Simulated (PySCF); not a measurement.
Species: C8H9OS (charge +1).
Numbering: `[CH2+:1][c:2]1[cH:3][cH:4][cH:5][c:6]([S@@:7]([CH3:8])=[O:9])[cH:10]1`

Geometry (GFN2-xTB, Å), atoms numbered from 1 in this order:
```
atom  x, y, z in Å
C1    -2.5741    1.6202   -0.4112
C2    -1.7107    0.6175   -0.0529
C3    -2.0756   -0.7621   -0.1960
C4    -1.1946   -1.7586    0.1402
C5     0.0571   -1.4330    0.6757
C6     0.4600   -0.1014    0.7591
S7     2.1266    0.3639    1.4248
C8     3.0799   -0.2356   -0.0325
O9     2.1275    1.8131    1.3383
C10   -0.3922    0.9153    0.4153
H11   -3.5367    1.4049   -0.8494
H12   -2.3098    2.6591   -0.2841
H13   -3.0682   -1.0015   -0.5476
H14   -1.4794   -2.7949    0.0424
H15    0.7060   -2.2185    1.0356
H16    3.0258   -1.3167   -0.0786
H17    2.6931    0.2212   -0.9375
H18    4.1089    0.0764    0.1202
H19   -0.0537    1.9400    0.4912
```

NICS = −σ at a ghost point: NICS(0) at the centroid of the ring atoms, NICS(1) 1 Å to either side along the normal of their mean plane, zz for the tensor component along that normal. Level: GIAO PBE0/pcSseg-1 (PySCF, non-relativistic, gas phase) on the GFN2-xTB geometry, one conformer.

Ring bond lengths (Å), with Mayer bond orders in brackets: C2–C3 1.434 (1.15), C3–C4 1.372 (1.54), C4–C5 1.400 (1.35), C5–C6 1.394 (1.27), C6–C10 1.370 (1.48), C10–C2 1.431 (1.13).

What do the NICS probes read (ppm)?

```csv
ring,type,NICS(0),"NICS(1), two faces","NICS(1)zz, two faces",rms pucker (Å),"centre to ring atoms, mean (Å)"
C2–C3–C4–C5–C6–C10,6-membered carbocycle; formal bonds all aromatic,-1.8,-7.4 / -7.1,-15.8 / -14.5,0.02,1.40
```

What do they say, and how far can they be read as aromaticity?

- C2–C3–C4–C5–C6–C10: mean NICS(1)zz -15.1 ppm, shielded. NICS(0) lies 5 ppm above the mean NICS(1).

How equal are the bonds by HOMA? HOMA = 1 − mean of α(R − Ropt)² over the ring bonds, with Krygowski's 1993 parameters (CC: Ropt 1.388 Å, α 257.7 Å⁻²).

- C2–C3–C4–C5–C6–C10: HOMA 0.80 = 1 − EN − GEO, with mean bond length 1.400 Å, EN = α(Ropt − mean)² = 0.038 and GEO = α × variance = 0.164.

Give the inner angles of the rings and the Hirshfeld charges of the ring atoms.

- C2–C3–C4–C5–C6–C10: C2 117.9° (+0.030 e), C3 120.7° (+0.044 e), C4 119.9° (0.000 e), C5 120.2° (+0.060 e), C6 120.9° (-0.009 e), C10 120.1° (+0.023 e); sum 719.7° against 720° for a flat convex ring.

Time: 40 s; peak memory 1.1 GiB. Hardware: an Intel Xeon 6975P-C with one thread, shared host. This is the whole shielding run at PBE0/pcSseg-1, SCF included.
